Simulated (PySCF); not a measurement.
## Two-dimensional NMR puzzle

Compound of formula C$_{4}$H$_{11}$FO$_{2}$Si$_{2}$. Correlations simulated from computed shifts and the bond graph:

HSQC (one-bond C–H):
```tsv
δH	δC
6.83	153.8
4.58	90.0
2.29	38.1
```

COSY cross peaks (H two or three bonds apart, from the bond graph; peaks can be absent where the dihedral angle is near 90°):
```tsv
δH	δH
4.58	2.29
```

HMBC (two and three bonds, from the bond graph):
```tsv
δH	δC
6.83	128.2, 38.1
5.16	153.8, 128.2, 38.1
5.02	153.8
4.58	128.2, 38.1
2.29	153.8, 128.2, 90.0
```

Carbons without hydrogens: δ 128.2.

All values are calculated (PySCF 2.14): NMR shieldings at PBE0/pcSseg-1/GIAO, geometry: GFN2-xTB. A single conformation, isolated molecule, equivalent nuclei averaged, non-relativistic Hamiltonian.

Shifts are taken against calculated references (same method and geometry level): 1H (31.72 ppm), 13C (186.93 ppm) vs TMS.

Exchangeable hydrogens are left out of these lists.

Q: Work out the connectivity.

A: SMILES C(=C(/[SiH2]O)CCF)/O[SiH3].

Mapped SMILES: `[OH:1][SiH2:2]/[C:3](=[CH:4]\[O:5][SiH3:6])[CH2:7][CH2:8][F:9]` (H(Xn): hydrogen on atom n).

- δC 153.8 is C4, an alkene carbon bearing oxygen (δH 6.83).
- δC 128.2 is C3, a β carbon of an enol-ether or enamine type C=C.
- δC 90.0 is C8, an sp3 CH2 bonded to F (δH 4.58).
- δC 38.1 is C7, an allylic sp3 CH2 (δH 2.29).
- HMBC from δH 6.83 reaches the proton-free carbon C3.
- HMBC from δH 5.16 reaches the proton-free carbon C3.
- HMBC from δH 4.58 reaches the proton-free carbon C3.
- HMBC from δH 2.29 reaches the proton-free carbon C3.
- COSY links 4.58–2.29.

The shifts were computed for this structure.

Exchangeable OH/NH protons stand at their gas-phase positions; hydrogen bonding in a real sample shifts them, mostly to higher δ. Shifts are as computed. Against solution values, carbons near 30 ppm lie about +3 ppm off and those near 130 ppm about +5 ppm. Of 1211 compounds with measured shifts, 218 miss one by over three times the rms of a fit or turn the order of signals round; such compounds aren't used in these exercises.
